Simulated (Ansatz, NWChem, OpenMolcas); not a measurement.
## GeH3Cl (chlorogermane): the energy, rung by rung

GeH3Cl has 5 atoms, charge 0, and is taken as a singlet. As SMILES, `[Cl][GeH3]`. The shape is that of a PBE0-D4/def2-TZVP optimisation.

```xyz
5

Cl   -1.8758   -0.0251    0.6413
Ge    0.1618   -0.0139   -0.0606
H     0.1604    0.6562   -1.4381
H     0.6190   -1.4737   -0.1406
H     0.9845    0.7829    0.9567
```

Each level gives the energy change with the Ge2–H5 bond stretched from 1.532 to 3.370 Å (eV). The values are calculated.

```
                                                  level                    kind     program  value (eV)  less CCSD(T)/def2-TZVP  CPU time (all runs)
                             PBE/def2-TZVP (restricted)                     GGA  OpenMolcas        3.90                   +0.37                 65 s
                          r2SCAN/def2-TZVP (restricted)                meta-GGA  OpenMolcas        4.23                   +0.70                 83 s
                           B3LYP/def2-TZVP (restricted)           global hybrid      Ansatz        4.21                   +0.68                 14 s
                           HSE06/def2-TZVP (restricted)  range-separated hybrid      Ansatz        4.40                   +0.87                 16 s
                        RPA@PBE0/def2-TZVP (restricted)                     RPA      Ansatz        4.34                   +0.81                 27 s
                             MP2/def2-TZVP (restricted)     perturbation theory      Ansatz        4.70                   +1.17                9.5 s
CCSD(T)/def2-TZVP (Cholesky decomposition) (restricted)   coupled cluster or CI  OpenMolcas        3.53                    0.00              8.5 min
                            CCSD/def2-TZVP (restricted)   coupled cluster or CI      NWChem        3.92                   +0.39                9 min
```

Differences are taken from CCSD(T)/def2-TZVP (Cholesky decomposition) (restricted) for orientation; it has basis-set and higher-order errors of its own. At this stretch a single reference begins to fail. All-electron rows without a relativistic Hamiltonian named are non-relativistic. The first shape isn't each level's own minimum. The values span 3.53 to 4.70 eV. In the correlated wave-function rows the outer d shell of Ge is correlated, in sets not made for it. CPU times are rough (shared hosts, several kinds of processor): they show what a rung costs within a factor of a few.
